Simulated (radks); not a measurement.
The numbers below are computed, except where a source is named.
Ionisation of neutral iron, [Ar] 3d6 4s2, to Fe+, [Ar] 3d6 4s1, under several functionals. Scalar-relativistic Kohn-Sham, spin-polarised, spherical densities, finite nucleus; open shells are filled with parallel spins first; a radial shooting solver on a logarithmic mesh with Libxc functionals.

| functional | E(Fe) (hartree) | Exc (hartree) | IE (eV) | -e(HOMO) (eV) | <r> HOMO (bohr) | IE error (eV) |
|---|---|---|---|---|---|---|
| PBEsol | -1271.39415 | -54.49748 | 7.791 | 4.866 | 3.100 | -0.112 |
| exchange-only B88 | -1271.73907 | -54.84165 | 6.972 | 4.084 | 1.241 | -0.930 |
| SOGGA | -1271.20888 | -54.31014 | 7.637 | 4.747 | 3.113 | -0.266 |
| Wu-Cohen GGA | -1272.16938 | -55.29162 | 7.705 | 4.850 | 3.092 | -0.197 |
| TASK exchange with Perdew-Wang LDA correlation | -1272.30435 | -55.42389 | 7.067 | 3.914 | 1.251 | -0.835 |
| BLYP | -1272.90069 | -56.03220 | 8.053 | 4.845 | 3.090 | +0.151 |

NIST Atomic Spectra Database: 7.902 eV (measured). Closest: PBEsol. The Delta-SCF values span 1.08 eV, the total energies 1.69 hartree. The highest occupied level is 4s. Open shells are spherical and high-spin; term and fine-structure splittings are not resolved.
